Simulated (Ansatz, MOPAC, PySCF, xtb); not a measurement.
Noncovalent pair: HF (SMILES F) (first 2 atoms) with C2H4 (SMILES C=C); geometry from B3LYP-D3(BJ)/def2-TZVP.
(charge 0, multiplicity 1):
```xyz
8

F     -0.04402     0.39981    -0.26978
H     -0.01822     0.28339     0.65836
C      0.40679    -0.52995     2.68810
C     -0.32637     0.56683     2.84590
H     -0.04773    -1.50761     2.58251
H      1.48926    -0.49252     2.66788
H      0.12839     1.54333     2.96081
H     -1.40858     0.52821     2.87545
```

Interaction energies are E(AB) − E(A) − E(B) at the monomers' geometry in the complex; basis-set methods are counterpoise corrected.

The state reached by AM1, PM3 isn't checked.

Programs: Ansatz (Gaussian basis) for Hartree–Fock, density functionals and correlated methods; MOPAC for AM1, PM3 (differences of heats of formation); PySCF for the dispersion terms; xtb for the GFN methods. 

**Question.** One of these levels gives -0.1 kJ/mol for the interaction energy. Which?
(A) GFN1-xTB
(B) AM1
(C) PM3
(D) BLYP-D3(BJ)/def2-TZVPPD

**Answer.** B, AM1. The others give -6.6 (PM3), -17.9 (GFN1-xTB), -21.3 (BLYP-D3(BJ)/def2-TZVPPD)

Ansatz is a program for electronic structure.
